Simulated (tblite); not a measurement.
Species: C3H7BF3N.
Cartesian coordinates in Å at the GFN2-xTB level; atoms count from 1:
```
atom  x, y, z in Å
C1    -1.6500   -0.7202   -0.1636
C2    -0.3524    0.0702   -0.3654
B3     0.9764   -0.8410   -0.2611
N4     2.2187   -0.2609   -0.3209
C5    -0.3226    1.2033    0.6364
F6    -1.4291    1.9719    0.6059
F7     0.7045    2.0584    0.4336
F8    -0.2038    0.7821    1.9071
H9    -1.7084   -1.5169   -0.8989
H10   -2.5230   -0.0791   -0.2728
H11   -1.6680   -1.1644    0.8289
H12   -0.3870    0.5566   -1.3472
H13    0.8849   -2.0016   -0.1564
H14    3.0772   -0.7815   -0.2547
H15    2.3782    0.7313   -0.3928
```

All values are computed: GFN2-xTB (tblite) harmonic vibrations without scaling, gas phase. Against measured fundamentals such values can be off by several per cent, at times by over 20. Modes of hydrogen on boron can be 10 to 20 % off. One conformer, not necessarily the lowest. The optimisation stopped once no atom felt more than 0.01 eV/Å.

Lowest wavenumbers of the output (negative numbers stand for imaginary wavenumbers):
```
mode    cm-1
  1     -22.6
  2      70.6
  3     164.3
  4     205.2
  5     223.4
  6     254.5
  7     325.1
  8     382.4
  9     431.9
 10     487.8
```

Is this structure a minimum?

Not by this Hessian. 1 mode is imaginary beyond 20i (23i cm⁻¹), so at this level the point lies at or near a first-order saddle. The curvature is small, so loose convergence or finite differences may be the whole cause.

Which atoms move in the imaginary mode?

23i: N4 (boron-bound nitrogen) 31 %, H13 (B–H hydrogen) 16 %, H15 (N–H hydrogen) 15 %, B3 (three-coordinate boron) 13 %. These are shares of the mass-weighted motion.

What is the remedy?

Step along that mode in both directions, optimise again with tighter thresholds and repeat the frequencies. The zero-point energy of this point (67.7 kcal/mol) counts the 38 real modes alone, and thermal corrections from it aren't those of a minimum.
